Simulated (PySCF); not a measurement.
C2H5B, SMILES BC=C. Geometry: B3LYP-D3(BJ)/def2-TZVP.

Computed equilibrium geometry at B3LYP-D3(BJ)/def2-TZVP (PySCF confirms it by a frequency run) as bond lengths and angles, and its point group:
point group Cs.
Atoms: B1 H2 H3 C4 C5 H6 H7 H8. Bonds (Å): B1–H2 1.194, B1–H3 1.192, B1–C4 1.535, C4–C5 1.341, C4–H6 1.088, C5–H7 1.086, C5–H8 1.085. Angles (°): H2–B1–H3 119.3, H2–B1–C4 118.9, H3–B1–C4 121.8, B1–C4–C5 121.1, B1–C4–H6 121.3, C5–C4–H6 117.5, C4–C5–H7 122.9, C4–C5–H8 120.8, H7–C5–H8 116.3.
